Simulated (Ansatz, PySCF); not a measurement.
C$_{5}$H$_{12}$BF (SMILES CB(F)C(C)(C)C), singlet, at a GFN2-xTB geometry. Base run: CASSCF(4,5)/STO-3G (PySCF).

The PySCF input:
```python
from pyscf import gto, scf, mcscf
import numpy

mol = gto.M(
    atom='''
B     0.881760   -0.404525   -0.061074
F     1.460421   -0.442480   -1.253571
C     1.634827   -1.085701    1.146584
H     1.061794   -1.929844    1.526417
H     1.751901   -0.401439    1.983633
H     2.618951   -1.452346    0.867465
C    -0.559796    0.296298    0.017970
C    -1.553885   -0.594482   -0.753136
C    -1.078759    0.479989    1.448474
C    -0.515229    1.671609   -0.669860
H    -2.539032   -0.131316   -0.766457
H    -1.639301   -1.571570   -0.281960
H    -1.224174   -0.735903   -1.779566
H    -1.151901   -0.476821    1.959181
H    -0.413234    1.123150    2.019358
H    -2.066620    0.937384    1.436521
H     0.157293    2.342350   -0.138983
H    -0.163770    1.575370   -1.694079
H    -1.507437    2.119652   -0.684210
''',
    basis='sto-3g',
    charge=0,
    spin=0,
    verbose=4,
)

mf = scf.RHF(mol)
mf.kernel()
mc = mcscf.CASSCF(mf, 5, 4)
mc.fix_spin_(ss=0.0)
mc.kernel()
occ = numpy.linalg.eigvalsh(mc.fcisolver.make_rdm1(mc.ci, mc.ncas, mc.nelecas))[::-1]
ss = mc.fcisolver.spin_square(mc.ci, mc.ncas, mc.nelecas)[0]
print('natural occupations', occ.round(4), ' <S^2>', round(ss, 4))
```

Programs used: Ansatz (a first-principles code), PySCF; a row that names a program was run with it.

The base run was repeated with changes; each row names its change, and settings that it needs were set with it.

```tsv
change	ΔE vs base (kcal/mol)	natural occupations	<S^2> of the state
base	0.000	1.98 1.98 0.02 0.02 0.00	0.00
active space = 2 electrons, 4 orbitals	10.45	1.98 0.01 0.00 0.00	0.00
orbitals = fixed (CASCI)	17.42	2.00 2.00 0.00 0.00 0.00	0.00
conv_tol = 1e-5	0.001	1.98 1.98 0.02 0.02 0.00	0.00
code = ansatz	-3.80	-	-
start = MP2 natural orbitals	-1.09	1.98 1.98 0.02 0.02 0.00	0.00
active space = 8 electrons, 7 orbitals	-12.89	2.00 1.98 1.98 1.98 0.02 0.02 0.02	0.00
orbitals = fixed (CASCI); correction = SC-NEVPT2	-181.0	2.00 2.00 0.00 0.00 0.00	0.00
code = ansatz; correction = SC-NEVPT2, all electrons	-183.5	-	-
active space = 8 electrons, 8 orbitals	-27.37	1.98 1.98 1.98 1.98 0.02 0.02 0.02 0.02	0.00
correction = SC-NEVPT2	-183.5	1.98 1.98 0.02 0.02 0.00	0.00
```

Active orbitals are taken around the Fermi level unless the row says otherwise; CASSCF can end in different local minima, and two programs can end on different orbitals. State-averaged rows give the lowest state.

Ansatz warned in this series: other orbitals give a lower active-space energy.
